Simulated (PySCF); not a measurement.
Geometries of 2 isomers of C2H10GeSi, from PBE0-D3(BJ)/def2-SVP geometry optimisation, gas phase (PySCF 2.14.0). One conformer each, no zero-point energy, no frequencies.

Problem. Which isomer lies lower at this level?
A.
```xyz
14
angstrom
C     -1.664   -0.297   -0.877
C     -1.241   -0.136    0.579
Si     0.357    0.848    0.818
Ge     2.217   -0.270   -0.190
H     -2.588   -0.890   -0.968
H     -1.851    0.678   -1.354
H     -0.890   -0.808   -1.473
H     -1.106   -1.121    1.058
H     -2.030    0.374    1.158
H      0.216    2.205    0.199
H      0.641    1.036    2.276
H      3.021    0.665   -1.113
H      3.181   -0.820    0.880
H      1.736   -1.465   -1.038
```
B.
```xyz
14
angstrom
Ge     0.076    0.122    0.569
H      0.095    0.124    2.116
C      1.922    0.112   -0.090
H      2.465    0.993    0.283
H      1.933    0.136   -1.190
H      2.452   -0.791    0.244
C     -0.842    1.733   -0.065
H     -1.882    1.759    0.292
H     -0.850    1.757   -1.164
H     -0.326    2.634    0.300
Si    -1.074   -1.830   -0.183
H     -0.439   -3.073    0.359
H     -1.042   -1.908   -1.678
H     -2.507   -1.810    0.249
```

Solution. B. That is GeHMe2(SiH3) (`[H][Ge]([CH3])([CH3])[SiH3]`), 4.6 kcal/mol below the other.

```csv
SMILES,atoms numbered as above,E (Eh),relative (kcal/mol),relative (kJ/mol),dipole (D)
[H][Ge]([CH3])([CH3])[SiH3],–,-2447.84157,0.0,0.0,1.04
CC[SiH2][GeH3],[CH3:1][CH2:2][SiH2:3][GeH3:4],-2447.83427,4.6,19.2,1.05
```
